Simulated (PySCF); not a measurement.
Compound: C7H7FOS.
Atom-mapped SMILES: `[CH3:1][CH2:2][c:3]1[cH:4][cH:5][s:6][c:7]1[C:8](=[O:9])[F:10]`

Cartesian coordinates in Å at the GFN2-xTB level; atoms count from 1:
```xyz
17
C7H7FOS angstrom
C     -1.9591   -0.8007   -0.3186
C     -1.0275   -0.4034    0.8299
C      0.3551   -0.1597    0.3265
C      1.3742   -1.1311    0.3239
C      2.5429   -0.6825   -0.2164
S      2.4535    0.9378   -0.7411
C      0.7935    1.0308   -0.2309
C      0.0387    2.2406   -0.3867
O     -1.0984    2.4681   -0.1262
F      0.8071    3.2482   -0.9210
H     -2.9509   -1.0160    0.0694
H     -2.0381    0.0133   -1.0340
H     -1.5842   -1.6845   -0.8302
H     -1.4132    0.5041    1.2950
H     -1.0023   -1.2025    1.5728
H      1.2417   -2.1249    0.7124
H      3.4601   -1.2255   -0.3348
```

NICS is the negative of the GIAO shielding at a point without a nucleus: at the ring centre (0) and 1 Å above and below it (1); zz is the component along the ring normal. Level: GIAO PBE0/pcSseg-1 (PySCF, non-relativistic, gas phase) on the GFN2-xTB geometry, one conformer.

Ring bond lengths (Å), with Mayer bond orders in brackets: C3–C4 1.408 (1.32), C4–C5 1.363 (1.53), C5–S6 1.706 (1.21), S6–C7 1.739 (1.14), C7–C3 1.386 (1.37).

**Question.** Give the NICS values of each ring in ppm.

**Answer.** 
```json
{"ring": "C3–C4–C5–S6–C7", "type": "5-membered ring with S; formal bonds all aromatic", "NICS(0)": "-11.9", "NICS(1), two faces": "-11.0 / -11.0", "NICS(1)zz, two faces": "-24.6 / -24.1", "rms pucker (Å)": "0.00", "centre to ring atoms, mean (Å)": "1.29"}
```

**Question.** What do they say, and how far can they be read as aromaticity?

**Answer.** 
- C3–C4–C5–S6–C7: mean NICS(1)zz -24.4 ppm, shielded, aromatic by this magnetic criterion (flat ring, no four-coordinate atom).

**Question.** And the bond-length index? Use HOMA with the parameters of Krygowski (1993).

**Answer.** 
- C3–C4–C5–S6–C7: HOMA 0.86; the largest term is that of S6–C7, α(R − Ropt)² = 0.36. The geometric and the magnetic index point the same way.

**Question.** List the ring angles and the Hirshfeld charges of the ring atoms.

**Answer.** 
- C3–C4–C5–S6–C7: C3 111.3° (+0.021 e), C4 113.2° (-0.067 e), C5 112.9° (-0.060 e), S6 90.6° (+0.128 e), C7 112.0° (-0.064 e); sum 540.0° against 540° for a flat convex ring.

**Question.** What are the shieldings of the ring atoms and their hydrogens in the same run (means over atoms taken as equivalent)?

**Answer.** 
| atoms | environment | σ isotropic (ppm) |
| --- | --- | --- |
| C3 | substituted aromatic carbon | 18.5 |
| C4 | aromatic CH carbon | 51.6 |
| C5 | aromatic CH next to a ring sulfur | 41.5 |
| S6 | thiophene-type sulfur | 248.3 |
| C7 | substituted aromatic carbon | 58.7 |
| H16 | aromatic hydrogen | 24.55 |
| H17 | aromatic hydrogen | 24.17 |
